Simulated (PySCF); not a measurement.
## Which basis set comes closest?

Molecule: `InChI=1S/C5H6O2/c1-6-5-2-3-7-4-5/h2-4H,1H3`.

Atoms are numbered as in `[CH3:1][O:2][c:3]1[cH:4][cH:5][o:6][cH:7]1`; H(Xn) means a hydrogen on atom n.

Geometry PBE0-D3(BJ)/def2-SVP throughout; GIAO in PySCF 2.14.0 with density-fitted response routines, gas phase, one conformer, non-relativistic; equivalent atoms averaged; functional PBE0.

Reference values (estimated from measurements, as parent shift plus tabulated substituent increments; solution, not stated per compound (mostly CDCl3 or CCl4); Pretsch, Buehlmann, Badertscher, Structure Determination of Organic Compounds, 4th ed. (2009)): δ(H(C7)) = 6.92 ppm, δ(H(C4)) = 6.02 ppm, δ(H(C5)) = 7.01 ppm. Computed shifts are taken against TMS, calculated as an isolated molecule at each level.

Task: How do the basis sets STO-3G, pcSseg-0, 6-31G, 6-31G*, cc-pVDZ, def2-SVP, pcSseg-1, aug-cc-pVDZ, 6-311+G(2d,p), def2-TZVP, cc-pVTZ, IGLO-III perform against the reference? Times are CPU seconds on shared hosts with different chips, so compare them loosely.

Result: 
```tsv
basis set	functions	H(C7)	H(C4)	H(C5)	mean abs. error H	core-s
STO-3G	41	5.78	5.56	6.45	0.72	3
pcSseg-0	75	6.71	6.30	7.20	0.23	5
6-31G	75	6.82	6.26	7.22	0.18	5.9
6-31G*	110	6.59	5.84	6.96	0.19	9.2
cc-pVDZ	128	6.71	6.07	7.02	0.09	9.7
def2-SVP	128	6.45	6.09	6.78	0.26	12
pcSseg-1	149	6.90	6.34	7.16	0.16	14
aug-cc-pVDZ	215	7.15	6.30	7.37	0.29	20
6-311+G(2d,p)	225	7.02	6.29	7.25	0.20	25
def2-TZVP	253	7.04	6.31	7.25	0.22	30
cc-pVTZ	294	7.01	6.27	7.21	0.18	34
IGLO-III	305	7.07	6.29	7.28	0.23	36
```

For ¹H the closest is cc-pVDZ (0.09 ppm) and the furthest STO-3G (0.72 ppm). Where a smaller basis beats a larger one, errors probably cancel. One molecule is a small sample, and vibrational and solvent effects are absent from the calculation.

A small basis that lands close on one nucleus may do so by chance; judge by the trend and by all nuclei.
